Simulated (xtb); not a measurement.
C2H13NOSi3, SMILES C[Si](C)(N[SiH3])O[SiH3]. All values are semi-empirical tight-binding results from xtb (GFN2-xTB unless named), good for trends rather than for accurate numbers. The structure is a stationary point at GFN2-xTB. The values are those of a single conformer.

A frequency run showed that this geometry is not a minimum.

Computed properties:
orbital gap: 5.12 eV
dipole moment: 0.54 D
static polarisability (D4 model): 125.3 bohr³
solvation energy, GFN2-xTB/ALPB(water): 0.4 kcal/mol
solvation energy, GFN2-xTB/ALPB(dmso): -6.1 kcal/mol
